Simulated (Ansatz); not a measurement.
Species: sum formula AlCl2F, charge 0, multiplicity 1. 
Structure (B3LYP-D3(BJ)/def2-TZVP (Ansatz, an electronic-structure program) minimum search):
SMILES: [Al]([Cl])([F])[Cl]
```xyz
4

F     -0.1533     1.9825    -0.0112
Al    -0.0270     0.3494    -0.0020
Cl     1.8545    -0.5190    -0.0095
Cl    -1.7526    -0.7978     0.0169
```
Charge 0, spin multiplicity 1.

Atomisation energy built up term by term with Ansatz (kcal/mol; UHF references for open shells; valence terms freeze the core; atomic spin-orbit terms are left out). Basis-set limits of correlation are two-point, X^-3; Hartree-Fock from the larger set (for Q and 5 zeta extrapolated as (X+1)exp(-9√X)).

| term | basis | kcal/mol |
|---|---|---|
| Hartree-Fock | CBS(cc-pV(Q+d)Z,cc-pV(5+d)Z) | 270.74 |
| CCSD correlation | CBS(cc-pV(Q+d)Z,cc-pV(5+d)Z) | ___ |
| (T) | CBS(cc-pV(Q+d)Z,cc-pV(5+d)Z) | ___ |
| core correlation | cc-pwCVTZ | -0.60 |
| scalar relativity (X2C) | cc-pVTZ-DK against cc-pVTZ | -1.26 |
| sum: De |  | ___ |

Question: What belongs in the gaps?

Answer: 
- CCSD correlation, kcal/mol: 74.57
- (T), kcal/mol: 7.79
- sum: De, kcal/mol: 351.3
